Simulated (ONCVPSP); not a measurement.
**Reading a pseudo-wave (I (Z = 53))**

Columns: radius, all-electron u(r) and pseudo u(r) of the 4s shell (level -180.16 eV) of iodine in the configuration [Ar] 3d10 4s2 4p6 4d10 5s2 5p5; LDA (Perdew-Zunger), scalar-relativistic, ONCV scheme, ONCVPSP 4.0.1.

```tsv
r (bohr)	all-electron	pseudo
0.065	0.4688	0.1611
0.130	0.0689	0.3220
0.195	-0.6415	0.4817
0.260	-0.7539	0.6376
0.325	-0.3870	0.7855
0.390	0.1538	0.9201
0.455	0.6599	1.0353
0.520	1.0370	1.1252
0.585	1.2643	1.1848
0.650	1.3615	1.2113
0.715	1.3601	1.2040
0.780	1.2920	1.1643
0.845	1.1847	1.0964
0.910	1.0579	1.0060
0.975	0.9259	0.9006
1.040	0.7979	0.7882
1.105	0.6790	0.6765
1.170	0.5721	0.5717
1.235	0.4780	0.4779
1.300	0.3967	0.3965
1.365	0.3273	0.3272
1.430	0.2688	0.2687
1.495	0.2198	0.2197
1.560	0.1791	0.1791
1.625	0.1455	0.1455
1.690	0.1179	0.1178
```

Question: How many radial nodes do the two functions have?

Answer: The all-electron 4s function has n − l − 1 = 3 (the table is too coarse to show those close to the nucleus); the pseudo-wave has 0, since the states of the same l below it are removed with the core.

Question: At about which radius was the pseudo-wave matched?

Answer: 1.25 bohr. The columns agree to 0.0005 from 1.17 bohr on; several derivatives are matched, so the curves merge somewhat inside the radius.

Question: Where does each function peak?

Answer: Outermost all-electron maximum near 0.65 bohr, pseudo maximum near 0.65 bohr (to the table’s step).

Question: Is the pseudo-wave norm-conserving?

Answer: Yes: the ONCV scheme keeps the norm inside the radius equal to the all-electron one, which fixes the energy derivative of the logarithmic derivative at the level.
